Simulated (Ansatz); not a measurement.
C2H8O2Si can be A, `CC[SiH](O)O`, or B, `OCC[SiH2]O`.

Isolated molecules relaxed with PBE0-D4/def2-TZVP in Ansatz; ΔE leaves out vibrations. CCSD(T)/CBS adds triple-zeta CCSD(T) − MP2 to the extrapolated MP2 energy (def2 sets, frozen cores). DFT in def2-TZVPP. B3LYP here is the variant with VWN-RPA as its local correlation; programs differ in this. Each species was taken in one conformer, which may not be the lowest.

(1) Which is lower in electronic energy at CCSD(T)/CBS, and by how much? (An estimate is asked.)

(2) Give E(B) − E(A) in kcal/mol with B3LYP, HF/def2-TZVPP, ωB97M-V, CCSD(T)/def2-TZVPP, PBE0-D4, B3LYP-D4, MP2/def2-TZVPP. (An estimate is asked.)

Largest T1 diagnostic: 0.011.

Results:

(1) Ansatz gave: A, by 45.3 kcal/mol.

(2) The calculation gave: B3LYP 44.5, HF/def2-TZVPP 45.7, ωB97M-V 44.6, CCSD(T)/def2-TZVPP 44.6, PBE0-D4 43.4, B3LYP-D4 44.2, MP2/def2-TZVPP 46.4. None reverses the order clearly.

From PBE to PBE0 (25 % exact exchange), in def2-TZVPP and without D4, E(B) − E(A) moves by +1.0 kcal/mol.
